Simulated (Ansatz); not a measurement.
A CCSD(T) single point on `[F][InH2]`.

```yaml
crystal:
  periodic: [false, false, false]
  atoms:
    - {symbol: F, position_ang: [-1.631792, -0.629380, 0.188604]}
    - {symbol: In, position_ang: [0.194444, 0.052342, -0.026332]}
    - {symbol: H, position_ang: [1.304304, -0.965071, 0.767877]}
    - {symbol: H, position_ang: [0.188643, 1.481908, -0.950449]}
basis:
  gaussian: {orbitals: def2-TZVPP}
correlation: {method: ccsd_t}
output: {orbitals: {seedname: orbitals}}
```

```sh
$ ansatz run in.yaml --threads 2 --pin off --events-out ev --progress --plain
```

The program prints (abridged):

```
Functional definition: HF
844 factors; integrals over basis functions are off by at most 6.5e-4 eV
mean field evaluation 1: about -7885.2811 eV, gradient 3.5e1 eV
mean field evaluation 2: about -7885.2827 eV, gradient 3.5e1 eV
mean field evaluation 4: about -7887.6056 eV, gradient 1.8e0 eV
mean field evaluation 8: about -7887.6242 eV, gradient 1.0e-1 eV
mean field evaluation 16: about -7887.6226 eV, gradient 3.5e-1 eV
mean field -7887.62429762 eV, -289.8648465137 hartree, gradient 4.8e-6 eV, S^2 0.000000; 0 other end points of the search recorded, 0 dependent functions left out
5 core orbitals not correlated: weight in the atoms' cores, before any rotation towards them, 1.000 or more for the frozen orbitals, at most 0.000 for the correlated occupied ones
reference -7887.62429762 eV, -289.8648465137 hartree; 11, 11 occupied and 93, 93 virtual orbitals, 844 factors
second order -14.88527692 eV of doubles, -0.00000000 eV of singles
cycle   1  -14.56204353 eV  change    3.2e-1 eV  update   1.0e-1
cycle   2  -14.92431838 eV  change   -3.6e-1 eV  update   3.4e-2
cycle   3  -15.02174073 eV  change   -9.7e-2 eV  update   2.1e-2
cycle   4  -15.01647422 eV  change    5.3e-3 eV  update   5.7e-3
cycle   5  -15.01229227 eV  change    4.2e-3 eV  update   2.5e-3
cycle   6  -15.01275456 eV  change   -4.6e-4 eV  update   8.3e-4
cycle   7  -15.01297117 eV  change   -2.2e-4 eV  update   3.4e-4
cycle   8  -15.01285806 eV  change    1.1e-4 eV  update   1.2e-4
cycle   9  -15.01285355 eV  change    4.5e-6 eV  update   4.4e-5
cycle  10  -15.01289508 eV  change   -4.2e-5 eV  update   2.0e-5
cycle  11  -15.01287433 eV  change    2.1e-5 eV  update   6.6e-6
perturbative correction -0.40735537 eV, -0.0149700336 hartree
Total energy: -7903.04452731 eV, -290.4315295026 hartree
```

Run time 5.5 s (2 threads of a server CPU on a shared host); peak host memory 0.49 GiB.

MP2 recovers 96.5 % of the CCSD(T) correlation energy and the triples give 2.6 %; T1 = 0.0163.
